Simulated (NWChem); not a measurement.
BAsH$_{3}$OF; SMILES OB(F)[AsH2]

```xyz
7

B      0.0064     1.0557     0.0036
As     0.0104    -1.0159    -0.0492
H     -0.8241    -1.1041     1.2374
H      1.3380    -1.1371     0.7233
F     -1.1790     1.6757    -0.0048
O      1.1048     1.8520    -0.0480
H      1.9361     1.3476    -0.0191
```
Atoms are numbered in this order, from 1.

Computed with NWChem. Pople sets run with spherical d functions. Coordinates come from a PBE-D3(BJ)/def2-SVP optimisation. Vzz is the largest principal value of the second derivative of the potential at the nucleus (NWChem prints the opposite sign); η is the asymmetry. Non-relativistic.

```csv
level,Vzz B1 (a.u.),η B1,Vzz As2 (a.u.),η As2,Vzz O6 (a.u.),η O6
CAM-B3LYP/6-31G*,0.294,0.33,-1.950,0.49,1.242,0.20
CAM-B3LYP/def2-SVP,(withheld),0.35,-2.107,0.52,(withheld),0.15
PBE0/def2-TZVP,0.319,0.29,-2.096,0.43,1.224,0.15
PBE0/6-31G*,0.278,0.32,-1.849,0.49,1.227,0.22
```

Complete the blanks.


- CAM-B3LYP/def2-SVP, Vzz B1 (a.u.): 0.305
- CAM-B3LYP/def2-SVP, Vzz O6 (a.u.): 1.272
